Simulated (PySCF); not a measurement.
# Ce⁴⁷⁺: ionisation energy

Ce⁴⁷⁺ [Ne] 3s1 (2S) → Ce⁴⁸⁺ [Ne] (1S), as a difference of total energies. Computed with PySCF 2.14 in an even-tempered Gaussian basis (16 s from 10 bohr⁻², ratio 2.5; 10 p from 13 bohr⁻², ratio 2.5; 4 d from 48 bohr⁻², ratio 2.7; 4 f from 72 bohr⁻², ratio 2.7), with no relativity, point nucleus. Correlated levels: outer shells: 1s2 frozen; virtual orbitals above 40 to 60 times the deepest correlated orbital energy dropped. The calculations carry no spin-orbit coupling.

```
                method  ionisation energy (eV)
                   UHF                  3790.7
                   LDA                  3793.6
                   PBE                  3796.8
                  PBE0                  3795.4
                r2SCAN                  3789.6
                 B3LYP                  3796.0
                  TPSS                  3794.5
    MP2 (outer shells)                  3791.4
SCS-MP2 (outer shells)                  3791.3
```

The gap to the reference is mostly relativistic.

For comparison: 3963 ± 4 eV (theoretical estimate listed by NIST; NIST Atomic Spectra Database, ionization energies).
